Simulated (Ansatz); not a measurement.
Molecule: sum formula FeBrCl, net charge 0, quintet state. The spin state was set by rule; other spins were not relaxed. 
Geometry from a B3LYP-D3(BJ)/def2-TZVP (Ansatz, a quantum-chemistry and plane-wave program) optimisation:
```xyz
3

Fe     0.0000     0.0000    -0.5612
Cl     0.0000     0.0000    -2.7056
Br     0.0000     0.0000     1.7310
```
Charge 0, spin multiplicity 5.

Wanted: vertical ionisation energy (to the sextet state of charge +1; each state is the SCF solution reached for its spin; for the sextet T1 is 0.072), in eV. Valence correlation only, unless marked. Open shells are spin-unrestricted. Spin-orbit coupling is left out. The frozen core is the preceding noble-gas configuration, with the filled d and f shells of earlier blocks. No relativistic terms. 

| level | program | vertical ionisation energy (eV) |
|---|---|---|
| SVWN5/def2-TZVPD | Ansatz | 9.61 |
| PBE/def2-TZVPD | Ansatz | 9.49 |
| r2SCAN/def2-TZVPD | Ansatz | 9.64 |
| B3LYP/def2-TZVPD | Ansatz | 10.07 |
| PBE0/def2-TZVPD | Ansatz | 10.09 |
| BHLYP/def2-TZVPD | Ansatz | 10.63 |
| CAM-B3LYP/def2-TZVPD | Ansatz | 10.46 |
| wB97M-V/def2-TZVPD | Ansatz | 10.51 |
| wB97X-V/def2-TZVPD | Ansatz | 10.53 |
| CCSD/def2-SVPD | Ansatz | 10.26 |
| CCSD/def2-TZVPPD | Ansatz | 10.34 |
| CCSD(T)/def2-SVPD | Ansatz | 10.03 |
| CCSD(T)/def2-TZVPPD | Ansatz | 10.05 |
